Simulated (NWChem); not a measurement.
System: SnCl3 anion; SMILES [Sn-]([Cl])([Cl])[Cl]

Here is an NWChem input.

```
start job
memory heap 200 mb stack 900 mb global 1100 mb
charge -1
geometry units angstroms noautoz
  Sn     0.000000     0.000000     0.635304
  Cl    -2.002538     0.995991    -0.585688
  Cl     1.863823     1.236253    -0.585688
  Cl     0.138715    -2.232244    -0.585688
end
basis spherical
  * library def2-svp
end
ecp
  Sn library def2-ecp
end
dft
  xc r2scan
  iterations 150
  mulliken
end
task dft gradient
```

Excerpt of the output:

```
             Northwest Computational Chemistry Package (NWChem) 7.3.0
             --------------------------------------------------------

 C3  symmetry detected

                             Geometry "geometry" -> ""
                             -------------------------

 Output coordinates in angstroms (scale by  1.889725989 to convert to a.u.)

  No.       Tag          Charge          X              Y              Z
 ---- ---------------- ---------- -------------- -------------- --------------
    1 Sn                  50.0000     0.00000000     0.00000000     0.61654051
    2 Cl                  17.0000     1.53668864     1.62503676    -0.60445149
    3 Cl                  17.0000     0.63897880    -2.14332978    -0.60445149
    4 Cl                  17.0000    -2.17566743     0.51829302    -0.60445149

 Effective nuclear repulsion energy (a.u.)     648.0003873244

      Symmetry information
      --------------------

 Group name             C3
 Group number              5
 Group order               3
 No. of unique centers     2

                                 NWChem DFT Module
                                 -----------------

 Summary of "ao basis" -> "ao basis" (spherical)
 ------------------------------------------------------------------------------
       Tag                 Description            Shells   Functions and Types
 ---------------- ------------------------------  ------  ---------------------
 Sn                         def2-svp                10       26   4s4p2d
 Cl                         def2-svp                 8       18   4s3p1d

      Symmetry analysis of basis
      --------------------------

        a          28
        e+         26
        e-         26

  Rotation of axis

            General Information
            -------------------
          SCF calculation type: DFT
          Wavefunction type:  closed shell.
          No. of atoms     :     4
          No. of electrons :    74
           Alpha electrons :    37
            Beta electrons :    37
          Charge           :    -1
          Spin multiplicity:     1
          Use of symmetry is: on ; symmetry adaption is: on
          Maximum number of iterations: 150
          AO basis - number of functions:    80
                     number of shells:    34
          Convergence on energy requested:  1.00D-06
          Convergence on density requested:  1.00D-05
          Convergence on gradient requested:  5.00D-04

              XC Information
              --------------
                      r^2SCAN Method XC Functional
               r^2SCAN metaGGA Exchange Functional  1.000
                     r^2SCAN Correlation Potential  1.000

             Grid Information
             ----------------
          Grid used for XC integration:  medium
          Radial quadrature: Mura-Knowles
          Angular quadrature: Lebedev.
          Tag              B.-S. Rad. Rad. Pts. Rad. Cut. Ang. Pts.
          ---              ---------- --------- --------- ---------
          Sn                  1.45      123           8.0       590
          Cl                  1.00       88          10.0       590
          Grid pruning is: on
          Number of quadrature shells:   211
          Spatial weights used:  Erf1

      Superposition of Atomic Density Guess
      -------------------------------------

 Sum of atomic energies:       -1627.06630061

 Renormalizing density from      73.00 to     74

      Non-variational initial energy
      ------------------------------

 Total energy =   -1603.366671
 1-e energy   =   -3023.904678
 2-e energy   =    1069.094094
 HOMO         =      -0.020847
 LUMO         =       0.263002

      Symmetry analysis of molecular orbitals - initial
      -------------------------------------------------

  Numbering of irreducible representations:

     1 a           2 e+          3 e-

  Orbital symmetries:

     1 a           2 e+          3 e+          4 a           5 e+
     6 e+          7 a           8 e+          9 e+         10 a
    11 e+         12 e+         13 e+         14 e+         15 a
    16 a          17 e+         18 e+         19 a          20 e+
    21 e+         22 a          23 e+         24 e+         25 a
    26 e+         27 e+         28 a          29 e+         30 e+
    31 a          32 e+         33 e+         34 e+         35 e+
    36 a          37 a          38 e+         39 e+         40 a
    41 a          42 e+         43 e+         44 a          45 e+
    46 e+         47 a

     ---------------------------------------------
      Total Density - Mulliken Population Analysis
     ---------------------------------------------

    Atom       Charge   Shell Charges
 -----------   ------   -------------------------------------------------------
    1 Sn  22    20.93   1.60  0.42  1.02  0.79  3.29  2.69  0.48  0.58  9.69  0.38
    2 Cl  17    17.69   2.00  1.99  1.15  0.83  5.93  2.00  3.79  0.00
    3 Cl  17    17.69   2.00  1.99  1.15  0.83  5.93  2.00  3.79  0.00
    4 Cl  17    17.69   2.00  1.99  1.15  0.83  5.93  2.00  3.79  0.00

   convergence    iter        energy       DeltaE   RMS-Dens  Diis-err
 ---------------- ----- ----------------- --------- --------- ---------
 d= 0,ls=0.0,diis     1  -1594.6125969493 -1.95D+03  2.90D-02  5.52D-01
 d= 0,ls=0.0,diis     2  -1594.5447549288  6.78D-02  1.44D-02  9.88D-01
 d= 0,ls=0.0,diis     3  -1594.7039127831 -1.59D-01  3.56D-03  5.91D-02
 d= 0,ls=0.0,diis     4  -1594.7122323823 -8.32D-03  8.45D-04  2.39D-03
 d= 0,ls=0.0,diis     5  -1594.7126295664 -3.97D-04  1.91D-04  1.19D-04
  Resetting Diis
 d= 0,ls=0.0,diis     6  -1594.7126548391 -2.53D-05  1.98D-05  2.35D-06
 d= 0,ls=0.0,diis     7  -1594.7126552001 -3.61D-07  7.78D-06  7.96D-08

         Total DFT energy =    -1594.712655200095
      One electron energy =    -2999.240423203399
           Coulomb energy =     1156.213347870898
    Exchange-Corr. energy =     -103.129493130435
 Nuclear repulsion energy =      351.443913262842

 Numeric. integr. density =       73.999999540145

                  Occupations of the irreducible representations
                  ----------------------------------------------

                     irrep           alpha         beta
                     --------     --------     --------
                     a                13.0         13.0
                     e+               24.0         24.0
                     e-                0.0          0.0

                       DFT Final Molecular Orbital Analysis
                       ------------------------------------

 Vector   35  Occ=2.000000D+00  E=-9.218497D-02  Symmetry=e+
              MO Center=  3.0D-02, -8.1D-01, -5.7D-01, r^2= 5.5D+00
   Bfn.  Coefficient  Atom+Function         Bfn.  Coefficient  Atom+Function
  ----- ------------  ---------------      ----- ------------  ---------------
    57     -0.357914  3 Cl pz                56      0.338749  3 Cl py
    54     -0.250625  3 Cl pz                53      0.229065  3 Cl py
    38      0.222398  2 Cl py                75      0.218350  4 Cl pz
    74      0.197930  4 Cl py                73     -0.179004  4 Cl px
    35      0.157293  2 Cl py                72      0.152898  4 Cl pz

 Vector   36  Occ=2.000000D+00  E=-8.850414D-02  Symmetry=a
              MO Center= -2.5D-13, -1.6D-13, -6.0D-01, r^2= 6.1D+00
   Bfn.  Coefficient  Atom+Function         Bfn.  Coefficient  Atom+Function
  ----- ------------  ---------------      ----- ------------  ---------------
    74     -0.382114  4 Cl py                55      0.376434  3 Cl px
    37     -0.285407  2 Cl px                38      0.269889  2 Cl py
    71     -0.263134  4 Cl py                52      0.259223  3 Cl px
    34     -0.196539  2 Cl px                35      0.185853  2 Cl py
    68     -0.156077  4 Cl py                49      0.153757  3 Cl px

 Vector   37  Occ=2.000000D+00  E=-5.995585D-02  Symmetry=a
              MO Center= -2.1D-15, -5.3D-15,  1.3D-01, r^2= 5.6D+00
   Bfn.  Coefficient  Atom+Function         Bfn.  Coefficient  Atom+Function
  ----- ------------  ---------------      ----- ------------  ---------------
     3      0.438048  1 Sn s                 39     -0.305383  2 Cl pz
    57     -0.305383  3 Cl pz                75     -0.305383  4 Cl pz
     4      0.293707  1 Sn s                 13      0.244764  1 Sn pz
    36     -0.199341  2 Cl pz                54     -0.199341  3 Cl pz
    72     -0.199341  4 Cl pz                 2     -0.180745  1 Sn s

 Vector   38  Occ=0.000000D+00  E= 1.194266D-01  Symmetry=a
              MO Center= -3.0D-14,  1.3D-14,  3.1D-01, r^2= 4.5D+00
   Bfn.  Coefficient  Atom+Function         Bfn.  Coefficient  Atom+Function
  ----- ------------  ---------------      ----- ------------  ---------------
     3      0.727628  1 Sn s                 16     -0.578461  1 Sn pz
    13     -0.515982  1 Sn pz                73     -0.288125  4 Cl px
    56     -0.283843  3 Cl py                38      0.215205  2 Cl py
    37      0.203505  2 Cl px                 2     -0.196083  1 Sn s
     4     -0.173748  1 Sn s                 70     -0.159638  4 Cl px

 Vector   39  Occ=0.000000D+00  E= 1.232835D-01  Symmetry=e+
              MO Center=  4.3D-02, -6.1D-03,  6.4D-01, r^2= 4.4D+00
   Bfn.  Coefficient  Atom+Function         Bfn.  Coefficient  Atom+Function
  ----- ------------  ---------------      ----- ------------  ---------------
    14      0.702566  1 Sn px                11      0.520331  1 Sn px
    66      0.259575  4 Cl s                 75      0.244190  4 Cl pz
    73      0.240018  4 Cl px                15     -0.202791  1 Sn py
    38      0.195437  2 Cl py                56     -0.171621  3 Cl py
     8     -0.160327  1 Sn px                12     -0.150191  1 Sn py

 Vector   40  Occ=0.000000D+00  E= 1.232835D-01  Symmetry=e+
              MO Center= -4.3D-02,  6.1D-03,  6.4D-01, r^2= 4.4D+00
   Bfn.  Coefficient  Atom+Function         Bfn.  Coefficient  Atom+Function
  ----- ------------  ---------------      ----- ------------  ---------------
    15      0.702566  1 Sn py                12      0.520331  1 Sn py
    30     -0.230922  2 Cl s                 48      0.218675  3 Cl s
    39     -0.217235  2 Cl pz                37      0.211657  2 Cl px
    57      0.205715  3 Cl pz                14      0.202791  1 Sn px
    74     -0.183823  4 Cl py                56      0.168730  3 Cl py

     ---------------------------------------------
      Total Density - Mulliken Population Analysis
     ---------------------------------------------

    Atom       Charge   Shell Charges
 -----------   ------   -------------------------------------------------------
    1 Sn  22    21.51   1.60  0.44  1.41  0.40  3.27  2.74  0.91  0.59  9.71  0.45
    2 Cl  17    17.50   2.00  1.99  1.21  0.78  5.93  2.10  3.49  0.01
    3 Cl  17    17.50   2.00  1.99  1.21  0.78  5.93  2.10  3.49  0.01
    4 Cl  17    17.50   2.00  1.99  1.21  0.78  5.93  2.10  3.49  0.01

     -------------------------------------------
      Total Density - Lowdin Population Analysis
     -------------------------------------------

    Atom       Charge   Shell Charges
 -----------   ------   -------------------------------------------------------
    1 Sn  22    21.98   1.19  0.80  1.12  0.73  3.01  2.82  1.03  0.94  9.45  0.89
    2 Cl  17    17.34   2.00  1.96  1.05  0.87  5.82  2.26  3.37  0.01
    3 Cl  17    17.34   2.00  1.96  1.05  0.87  5.82  2.26  3.37  0.01
    4 Cl  17    17.34   2.00  1.96  1.05  0.87  5.82  2.26  3.37  0.01

     Multipole analysis of the density
     ---------------------------------

     L   x y z        total         alpha         beta         nuclear
     -   - - -        -----         -----         ----         -------
     0   0 0 0     -1.000000    -37.000000    -37.000000     73.000000

     1   1 0 0     -0.000000     -0.000000     -0.000000     -0.000000
     1   0 1 0      0.000000      0.000000      0.000000     -0.000000
     1   0 0 1      1.373704     16.998149     16.998149    -32.622594

     2   2 0 0    -58.573762   -257.040415   -257.040415    455.507069
     2   1 1 0     -0.000000      0.000000      0.000000     -0.000000
     2   1 0 1      0.000000      0.000000      0.000000      0.000000
     2   0 2 0    -58.573762   -257.040415   -257.040415    455.507069
     2   0 1 1     -0.000000     -0.000000     -0.000000      0.000000
     2   0 0 2    -49.777682    -73.091299    -73.091299     96.404917

            General Information
            -------------------
          SCF calculation type: DFT
          Wavefunction type:  closed shell.
          No. of atoms     :     4
          No. of electrons :    74
           Alpha electrons :    37
            Beta electrons :    37
          Charge           :    -1
          Spin multiplicity:     1
          Use of symmetry is: on ; symmetry adaption is: on
          Maximum number of iterations: 150
          AO basis - number of functions:    80
                     number of shells:    34
          Convergence on energy requested:  1.00D-06
          Convergence on density requested:  1.00D-05
          Convergence on gradient requested:  5.00D-04

              XC Information
              --------------
                      r^2SCAN Method XC Functional
               r^2SCAN metaGGA Exchange Functional  1.000
                     r^2SCAN Correlation Potential  1.000

             Grid Information
             ----------------
          Grid used for XC integration:  medium
          Radial quadrature: Mura-Knowles
          Angular quadrature: Lebedev.
          Tag              B.-S. Rad. Rad. Pts. Rad. Cut. Ang. Pts.
          ---              ---------- --------- --------- ---------
          Sn                  1.45      123           8.0       590
          Cl                  1.00       88          10.0       590
          Grid pruning is: on
          Number of quadrature shells:   211
          Spatial weights used:  Erf1

          Convergence Information
          -----------------------
          Convergence aids based upon iterative change in
          total energy or number of iterations.
          Levelshifting, if invoked, occurs when the
          HOMO/LUMO gap drops below (HL_TOL):  1.00D-02
          DIIS, if invoked, will attempt to extrapolate
          using up to (NFOCK): 10 stored Fock matrices.

                    Damping( 0%)  Levelshifting(0.5)       DIIS
                  --------------- ------------------- ---------------
          dE  on:    start            ASAP                start
          dE off:    2 iters        150 iters           150 iters

                            NWChem DFT Gradient Module
                            --------------------------

  charge          =  -1.00
  wavefunction    = closed shell

  Rotation of axis
  Using symmetry

                         DFT ENERGY GRADIENTS

    atom               coordinates                        gradient
                 x          y          z           x          y          z
   1 Sn      0.000000   0.000000   1.165093    0.000000  -0.000000   0.010986
   2 Cl      2.903920   3.070874  -1.142248    0.005415   0.005727  -0.003662
   3 Cl      1.207495  -4.050306  -1.142248    0.002253  -0.007553  -0.003662
   4 Cl     -4.111415   0.979432  -1.142248   -0.007667   0.001826  -0.003662
```

Level: r2SCAN/def2-SVP with def2 effective core potentials on Sn. Sets without diffuse functions describe the anion's extra electron poorly. Structure relaxed at the B3LYP/def2-SVPD level. No frequency run checked for a minimum. def2 effective core potentials on Sn; no spin-orbit coupling.
